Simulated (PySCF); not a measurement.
# One molecule, several mistakes: BH2OSi

These are calculations, not measurements. They come from PySCF 2.14.0, an open-source quantum chemistry program, on an isolated molecule that a program drew, which may never have been made. The molecule is BH2OSi (charge 0, doublet), drawn as the SMILES string `[BH][SiH]=O`.

Each row is a Hartree-Fock (HF) and frozen-core CCSD(T) single point in the cc-pV(D+d)Z basis, meant for a local HF minimum. Run 1 is clean. Each other run has one planted mistake out of seven kinds, and not every kind appears here: one electron removed, one electron added, multiplicity raised by two, geometry at a saddle point, minimal basis STO-3G, one bond length entered in bohr, all coordinates scaled. The reference is restricted for singlets and unrestricted otherwise, and also for a bond in bohr. Adding or removing an electron swaps singlet and doublet. Electrons count all cores. HOMO and LUMO are orbital energies over both spins, the gradient is its largest component, and the lowest frequency (negative if imaginary) is given only where the gradient is small. Bond lengths are over the 4 bonds as drawn. T1 is the CCSD diagnostic: over 0.02 (restricted) or 0.045 (unrestricted) a single reference is doubtful.

Geometry of the clean run:
```xyz
5
BH2OSi, angstrom
B    -1.9775    0.3129    1.1516
Si   -1.0721   -1.4057    1.2786
O     0.1136   -1.8072    0.4453
H    -2.2910    1.4383    1.3357
H    -1.7569   -2.2850    2.2479
```

```
run  electrons  basis functions  <S^2>  HOMO (eV)  LUMO (eV)  gradient (hartree/bohr)  lowest frequency (cm^-1)  mean bond (Å)  longest bond (Å)      T1  HF (hartree)  CCSD(T) (hartree)                     mistake
  1         29               61  0.771      -9.52       0.24                  4.3e-05                       189         1.5275             1.947  0.0253    -389.55711         -389.93064                    no fault
  2         29               61  0.757      -9.88      -0.51                  1.3e-05                      -607         1.5506             2.028  0.0256    -389.54511         -389.91896  geometry at a saddle point
  3         29               61  3.780      -7.83      -0.28                  1.4e-01                         -         1.5275             1.947  0.0530    -389.48609         -389.82973  multiplicity raised by two
  4         29               61  0.805      -9.44       0.21                  7.7e-02                         -         1.6344             2.083  0.0304    -389.53414         -389.92050                           ?
```

**Which mistake was planted in run 4, and what did it cost?**

The mean and the longest bond both change by the same factor, 1.070, and the gradient is no longer small. So the mistake is: all coordinates scaled. Subtracting run 1 and multiplying by 627.51 kcal/mol a hartree, the energy moved by 14.4 kcal/mol in HF and 6.4 kcal/mol in CCSD(T).

Cautions from the logs. Run 3: T1 is over the limit, so its CCSD(T) energy is less reliable.
